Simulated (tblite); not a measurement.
Compound: C₄H₇BOS.
Cartesian coordinates in Å at the GFN2-xTB level; atoms count from 1:
```xyz
14
C4H7BOS angstrom
C      0.4787    2.7242    0.4149
C      0.0327    1.6321    0.1778
B     -0.4676    0.2276   -0.1175
O     -1.7533    0.0640   -0.4353
C     -2.3521   -1.1726   -0.7302
S      0.6748   -1.1951   -0.0504
C      2.2893   -0.4681    0.3897
H      0.8461    3.6875    0.6214
H     -2.4537   -1.7710    0.1791
H     -3.3386   -0.9695   -1.1477
H     -1.7517   -1.7377   -1.4487
H      2.5755   -0.8492    1.3652
H      2.2092    0.6131    0.4104
H      3.0101   -0.7860   -0.3571
```

Method: GFN2-xTB as coded in tblite; computed harmonic values from a numerical Hessian at the method's own geometry, unscaled. This tight-binding method is rough: wavenumbers can miss measured ones by several per cent, in bad cases by 10 to 20. One conformer, not necessarily the lowest. The optimisation stopped once no atom felt more than 0.01 eV/Å.

Lowest wavenumbers of the output (negative numbers stand for imaginary wavenumbers):
```
mode    cm-1
  1     -72.6
  2     -12.2
  3      80.9
  4     115.8
  5     129.3
  6     154.8
  7     245.1
  8     269.0
```

Is this structure a minimum?

No. 1 mode is imaginary beyond 20i (73i cm⁻¹), and 1 more slightly so (12.2i).

Which atoms move in the imaginary modes?

73i: H12 (methyl hydrogen) 34 %, H14 (methyl hydrogen) 32 %, H13 (methyl hydrogen) 30 %; 12i: H9 (methyl hydrogen) 36 %, H10 (methyl hydrogen) 29 %, H11 (methyl hydrogen) 27 %. These are shares of the mass-weighted motion.

What is the remedy?

Step along such a mode in both directions, optimise again with tighter thresholds and repeat the frequencies. The zero-point energy of this point (63.8 kcal/mol) counts the 34 real modes alone, and thermal corrections from it aren't those of a minimum.

Time: 0.63 s wall. Hardware: Arm Neoverse N1, one thread, on a shared host. This covers the Hessian and the dipole derivatives.
